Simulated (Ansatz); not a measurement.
CH$_{4}$BClFSb, SMILES `C[B](F)[SbH][Cl]` at its PBE0-D4/def2-TZVP geometry, where that method's forces vanish. The species carries charge 0 and has multiplicity 1. Sb takes the def2 core potential.

```
atom   x (Å)   y (Å)   z (Å)
  C1  -0.392  -0.395   1.149
  B2   0.127  -0.778  -0.258
  F3  -0.019  -2.007  -0.737
 Sb4   1.236   0.647  -1.661
 Cl5   0.751   2.589  -0.392
  H6   0.448  -0.072   1.775
  H7  -0.918  -1.212   1.648
  H8  -1.045   0.481   1.085
  H9  -0.188   0.747  -2.609
```

For each bond, give half the difference of the two atoms' forces along it (eV/Å; positive pushes the atoms apart) under PBE-D4, r2SCAN-D4, B3LYP-D4, ωB97M-V in def2-TZVPP. (Estimate.)

Computed: 
```tsv
bond	length (Å)	PBE-D4	r2SCAN-D4	B3LYP-D4	ωB97M-V
C1–B2	1.548	-0.16	-0.06	-0.02	0.04
C1–H6	1.096	0.13	0.00	-0.04	-0.05
C1–H7	1.092	0.11	-0.01	-0.03	-0.06
C1–H8	1.095	0.13	-0.01	-0.05	-0.06
B2–F3	1.327	0.50	0.17	0.16	0.22
B2–Sb4	2.287	0.02	0.03	0.07	-0.17
Sb4–Cl5	2.370	0.30	0.10	0.34	0.02
Sb4–H9	1.714	0.24	0.03	0.06	-0.15
```

B3LYP here is the variant with VWN-RPA as its local correlation; programs differ in this.
